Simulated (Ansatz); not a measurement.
H₄SSeSn, SMILES `[SH][SnH2][SeH]`, relaxed with RKS PBE-D4/def2-SVP in the Gaussian-basis code of Ansatz from a rough embedded geometry. The force threshold is 0.03 eV/Å; the program also tests the step.

The species carries charge 0 and has multiplicity 1. Sn takes the def2 core potential.

Start:

```xyz
7

S    -0.593   -1.919   -0.337
Sn    0.150    0.363   -0.343
Se    1.405    0.758    1.809
H    -1.170   -1.692   -1.634
H     1.230    0.642   -1.708
H    -1.221    1.462   -0.445
H     0.200    0.385    2.658
```

```csv
step,energy (eV),largest force (eV/Å),largest move (Å)
1,-82056.4347,1.279,0.000
2,-82056.5060,0.582,0.190
3,-82056.5494,0.321,0.081
4,-82056.5570,0.345,0.200
5,-82056.5639,0.063,0.125
6,-82056.5646,0.087,0.150
7,-82056.5700,0.116,0.072
8,-82056.5746,0.024,0.101
9 (rejected),-82056.5545,0.658,0.195
10,-82056.5752,0.021,0.027
11,-82056.5756,0.112,0.098
12,-82056.5800,0.019,0.117
13,-82056.5807,0.098,0.055
14 (rejected),-82056.5748,0.546,0.116
15,-82056.5830,0.043,0.058
16,-82056.5837,0.270,0.098
17,-82056.5891,0.014,0.140
```

End:

```xyz
7

S    -0.319   -1.894   -1.069
Sn    0.269    0.414   -0.494
Se    1.276    0.662    1.856
H    -1.586   -1.773   -0.582
H     1.541    0.862   -1.568
H    -1.155    1.384   -0.641
H    -0.026    0.346    2.499
```

Hardware: 4 threads of a server CPU on a shared host. Wall time 19 s, peak host memory 0.15 GiB.
